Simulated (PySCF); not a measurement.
CH3ClF2OSi. Atoms are numbered in the order given.

```xyz
9

O     -2.3642     0.1618     0.1733
C     -1.4574    -0.8583    -0.2025
Si     0.3148    -0.3569     0.1253
F      0.6761    -0.3217     1.6933
F      1.3590    -1.3697    -0.5694
Cl     0.6083     1.5313    -0.6381
H     -2.1490     0.9595    -0.3309
H     -1.5632    -1.1682    -1.2630
H     -1.6935    -1.7501     0.4022
```
Charge 0, spin multiplicity 1.

Geometry optimised at B3LYP-D3(BJ)/def2-SVP. The structure was generated by enumeration, and PubChem lists no compound with its InChIKey, so it may never have been made. Other conformers were not sampled.

Level of theory: PySCF with PBE/pcSseg-1.

GIAO shieldings, no solvent; atoms listed in one row are averaged. δ = σ(ref) − σ: ¹⁷O against H2O (σ = 334.3 ppm); ¹³C against TMS (σ = 182.0 ppm); ²⁹Si against TMS (σ = 335.4 ppm); ¹⁹F against CFCl3 (σ = 133.6 ppm); ³⁵Cl against HCl (σ = 936.5 ppm); ¹H against TMS (σ = 31.49 ppm), references at their B3LYP-D3(BJ)/def2-TZVP geometries, non-relativistic (without spin–orbit terms, shifts of atoms bonded to Cl or Br come out too high).

| nucleus | atoms | count | δ (ppm) |
|---|---|---|---|
| ¹⁷O | O1 | 1 | 5.3 |
| ¹³C | C2 | 1 | 58.1 |
| ²⁹Si | Si3 | 1 | -18.8 |
| ¹⁹F | F5 | 1 | -151.9 |
| ¹⁹F | F4 | 1 | -153.7 |
| ³⁵Cl | Cl6 | 1 | 60.6 |
| ¹H | H9 | 1 | 4.11 |
| ¹H | H8 | 1 | 3.93 |
| ¹H | H7 | 1 | -0.04 |
